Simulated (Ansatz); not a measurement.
System: H6Te, charge 0, multiplicity 1. 
Structure (B3LYP-D3(BJ)/def2-TZVP (Ansatz, an electronic-structure program) minimum search):
SMILES: [TeH6]
```xyz
7

Te     0.0000     0.0000     0.0000
H      1.7384     0.0136     0.0182
H     -1.7384    -0.0136    -0.0182
H     -0.0135     1.7385    -0.0051
H      0.0135    -1.7385     0.0051
H     -0.0182     0.0050     1.7384
H      0.0182    -0.0050    -1.7384
```
Charge 0, spin multiplicity 1.

Basis-set convergence of Hartree-Fock and CCSD(T) correlation energies (hartree) with Ansatz. Correlated levels leave the core frozen unless marked. No spin-orbit coupling. The frozen core is the preceding noble-gas configuration, with the filled d and f shells of earlier blocks. Past Kr the def2 sets carry scalar-relativistic core potentials.

```json
[
 {"basis": "def2-SVP", "functions": "56", "E(HF)": "-270.21710", "E(corr, CCSD(T))": "-0.22099"},
 {"basis": "def2-TZVPP", "functions": "134", "E(HF)": "-270.23950", "E(corr, CCSD(T))": "-0.27629"},
 {"basis": "def2-QZVPP", "functions": "262", "E(HF)": "-270.24326", "E(corr, CCSD(T))": "-0.29313"}
]
```

Extrapolating the two largest sets (X = 3 and 4) as X^-3: E(corr) = (64·(-0.29313) - 27·(-0.27629))/37 = -0.3054 Eh, an estimate of the basis-set limit. The largest set recovers 96.0 % of it, the smallest 72.4 %.
